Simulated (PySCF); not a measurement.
## ISF, singlet: data card

Computed with PySCF, PBE0, basis I def2-TZVP with ECP28, S def2-TZVP, F def2-TZVP (scalar-relativistic core potentials, no spin–orbit coupling, density fitting).

The structure is a minimum.

```
Point group                                                                   : Cs
Bond lengths                                                                  : I–F 1.949 Å, I–S 2.218 Å
Bond angles                                                                   : F–I–S 107.5°
Highest occupied level                                                        : -6.78 eV
Atomisation energy without zero-point energy                                  : 433 kJ/mol
Principal polarisabilities                                                    : 32.4, 40.0, 75.4 bohr³
Heat capacity Cp at 298.15 K                                                  : 51.5 J/(mol K)
Rotational constants                                                          : 0.354, 0.109, 0.08333 cm⁻¹
Principal quadrupole moments (Buckingham, traceless) about the centre of mass : -3.96, -0.21, 4.16 D Å
Dipole moment                                                                 : 2.65 D
Entropy at 298.15 K and 1 bar                                                 : 297.2 J/(mol K)
Rotational symmetry number                                                    : 1
Zero-point energy                                                             : 7.0 kJ/mol
Lowest empty level                                                            : -3.72 eV
Enthalpy at 298.15 K above 0 K                                                : 12.72 kJ/mol
```

Harmonic modes (masses in u: I 126.904, S 31.972, F 18.998):
```json
{"symmetry": "a'", "ω (cm⁻¹)": "158", "IR (km/mol)": "5.8", "μ (u)": "24.72", "type": "bend"}
{"symmetry": "a'", "ω (cm⁻¹)": "481", "IR (km/mol)": "13.6", "μ (u)": "37.77", "type": "stretch"}
{"symmetry": "a'", "ω (cm⁻¹)": "537", "IR (km/mol)": "121", "μ (u)": "21.43", "type": "stretch"}
```

Charges (e):
```csv
atom,Mulliken,Löwdin,polar tensor,Mayer order to I1
I1,0.68,0.57,0.89,–
S2,-0.31,-0.22,-0.28,1.79
F3,-0.37,-0.35,-0.61,0.76
```

Mulliken populations on I1 (electrons outside its core potential): s 3.92, p 10.04, d 10.30, f 0.06.

Counting electrons, iodine keeps 4 of its valence electrons outside its bonds, so the VSEPR class is AX2E2 and the expected shape is bent; with unlike ligands the computed point group is Cs.

This need not be the most stable arrangement of these atoms.

The final relaxation and frequency run took about 4 core-minutes on a shared host.
